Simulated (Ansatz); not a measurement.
**Ligand exchange: H2 + C2H7BS2 → H2S + C2H7BS**

Species: H2 (hydrogen), singlet; C2H7BS2 `CCB(S)S`, singlet; H2S (hydrogen sulfide) `S`, singlet; C2H7BS `CCBS`, singlet. The partners trade H for SH: H–H and B–SH bonds give way to H–SH and B–H.

Shapes, held fixed at every level: PBE0-D4/def2-TZVP. Flexible molecules stand in one conformer, not always the lowest. Programs: Ansatz 0.2.0. The zero-point and thermal change to 298 K, harmonic and unscaled (PBE0-D4/def2-TZVP), is +6.5 kJ/mol.

```tsv
level	kind	ΔH(298 K) (kJ/mol)	less CCSD(T)/CBS estimate
HF/def2-SVP	Hartree–Fock	+28.6	-30.0
SPW92/def2-TZVPP	LDA	+66.9	+8.3
r2SCAN-D4/def2-TZVPP	meta-GGA	+64.2	+5.6
B3LYP-D4/def2-TZVPP	global hybrid	+56.8	-1.8
PBE0-D4/def2-TZVPP	global hybrid	+60.9	+2.3
CCSD/def2-SVP	coupled cluster or CI	+51.6	-7.0
CCSD(T)/def2-TZVPP	coupled cluster or CI	+55.8	-2.8
CCSD(T)/CBS estimate	coupled cluster or CI	+58.6	0.0
```

The highest level, CCSD(T)/CBS estimate, gives ΔH(298 K) = +58.6 kJ/mol; the levels span +28.6 to +66.9. The column of differences is taken from that level and isn't an error. No measured value is set beside it here. The CBS estimate extrapolates MP2 from def2-TZVPP and def2-QZVPP and adds CCSD(T) − MP2 in the triple-zeta set, cores frozen; for H2 it overshoots the exact energy by about 1 mEh.
